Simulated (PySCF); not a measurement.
BH7O3Si2.
SMILES with atom numbers: `[OH:1][SiH2:2][SiH2:3][B:4]([OH:5])[OH:6]` (hydrogens: H7 on O1; H8, H9 on Si2; H10, H11 on Si3; H12 on O5; H13 on O6)

Computed by this run: PySCF 2.14.0, PBE0-D3(BJ)/def2-SVP geometry optimisation, gas phase; density fitting, grid level 1; the optimiser is geomeTRIC in internal coordinates, started from a GFN2-xTB structure with every atom displaced at random (about 0.01 Å).

Step 0: E = -22666.0584 eV
```
atom  x, y, z in Å  |  force x, y, z in eV/Å
O1     -2.1243   -0.3244   -0.8886   -1.418   0.594  -0.628
Si2    -1.8751    0.7892    0.2858   -0.247  -0.145  -0.380
Si3     0.3672    0.7760    0.7676    0.689   0.512   0.810
B4      1.3381   -0.6378   -0.2695   -1.504  -0.708  -0.410
O5      2.6281   -0.7832   -0.5442    1.784   0.324   0.064
O6      0.4919   -1.5884   -0.8062   -0.505   0.832   0.638
H7     -1.5138   -1.0160   -1.0245    1.380  -1.313  -0.148
H8     -2.6997    0.4388    1.4303   -0.329  -0.051   0.900
H9     -2.4071    2.0310   -0.2738   -0.018   0.713  -0.042
H10     0.6097    0.5963    2.2354   -0.067  -0.208   0.117
H11     1.0194    2.0907    0.5594    0.122   0.394  -0.252
H12     3.2372   -0.1256   -0.1678   -0.460  -0.327  -0.195
H13     0.9300   -2.2592   -1.3148    0.572  -0.619  -0.474
```

Step 1: E = -22666.2925 eV
```
atom  x, y, z in Å  |  force x, y, z in eV/Å
O1     -2.0741   -0.3619   -0.9725    0.092  -0.215  -0.091
Si2    -1.8895    0.7607    0.2419    0.045   0.091   0.140
Si3     0.3930    0.8170    0.8193   -0.010  -0.011  -0.002
B4      1.2550   -0.6666   -0.2876    0.829   0.190   0.128
O5      2.5999   -0.7667   -0.5584   -0.759  -0.108  -0.061
O6      0.4345   -1.6434   -0.7625    0.008  -0.280  -0.215
H7     -1.3662   -1.0296   -1.0558   -0.220   0.330   0.150
H8     -2.6936    0.4342    1.4696    0.005  -0.024  -0.125
H9     -2.3332    2.1078   -0.2373   -0.042  -0.112  -0.051
H10     0.6115    0.5281    2.2754   -0.006  -0.018   0.008
H11     1.0592    2.1366    0.5517   -0.008  -0.020  -0.036
H12     3.0887   -0.0111   -0.2272    0.136   0.075   0.068
H13     0.9165   -2.3180   -1.2675   -0.069   0.103   0.086
```

Question: Estimate the geometry and energy of step 2. (The exact step hangs on the optimiser's Hessian estimate; all steps are aligned on step 1, rigid shifts and turns removed.)

Answer: E = -22666.3106 eV, largest force 0.305 eV/Å
```
atom  x, y, z in Å  |  force x, y, z in eV/Å
O1     -2.0941   -0.3572   -0.9601   -0.007  -0.114  -0.099
Si2    -1.9021    0.7681    0.2472    0.028   0.070   0.085
Si3     0.3885    0.8185    0.8247    0.069  -0.026  -0.012
B4      1.2810   -0.6560   -0.2791    0.286  -0.082  -0.067
O5      2.6060   -0.7885   -0.5797   -0.204   0.194   0.106
O6      0.4559   -1.6271   -0.7701   -0.196  -0.083  -0.026
H7     -1.3790   -1.0101   -1.0174   -0.006   0.031   0.011
H8     -2.7194    0.4345    1.4576    0.009   0.004   0.007
H9     -2.3634    2.0963   -0.2552    0.000  -0.002  -0.008
H10     0.6030    0.5308    2.2823   -0.013  -0.002  -0.001
H11     1.0495    2.1387    0.5528   -0.014   0.008  -0.014
H12     3.1380   -0.0637   -0.2377    0.054  -0.035  -0.002
H13     0.9377   -2.2972   -1.2761   -0.005   0.036   0.020
```

The energy changes by -0.0182 eV. The first-order estimate −F·Δx gives -0.0396 eV and the mean of the old and new forces, exact on a quadratic surface, -0.0187 eV. The step makes an angle of 76° with the force vector and moves no atom by more than 0.073 Å.

What follows is the cost of the whole optimisation. On one thread, Arm Neoverse V1 (aarch64), shared host with 64 logical CPUs at a one-minute load of 15, this took 37 s wall and 0.53 GiB of memory at its peak.
